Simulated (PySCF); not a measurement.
**Levels of Os⁴⁷⁺ from EOM-EA-GCCSD**

Reference: closed-shell Os⁴⁸⁺, [Ar] 3d10; one electron is added. Calculated with PySCF 2.14, two-component X2C-1e with screened spin-orbit coupling, an uncontracted even-tempered set (18 s from 4.2 bohr⁻², ratio 2.6; 15 p from 5.5 bohr⁻², ratio 2.6; 10 d from 5.5 bohr⁻², ratio 2.6; 5 f from 5.6 bohr⁻², ratio 2.8); frozen [Ar]; the 98 highest virtual spinors dropped; of the others 70 kept and the rest restored at second order. No Breit or QED terms. Binding energies in eV.

```csv
level,Koopmans,second order,EOM-CCSD
4s1/2,2614.2,2615.6,2615.6
4p1/2,2510.6,2512.1,2512.0
4p3/2,2389.9,2391.2,2391.1
```

Electric-dipole lines between these computed levels:

```
lower  upper  ΔE (eV)  vacuum wavelength (nm)
4s1/2  4p1/2   103.57                   11.97
4s1/2  4p3/2   224.47                   5.524
```

For comparison, the ionisation energy of Os⁴⁷⁺ is 2615.5 ± 1.4 eV (semi-empirical (NIST evaluation); NIST Atomic Spectra Database, ionization energies).
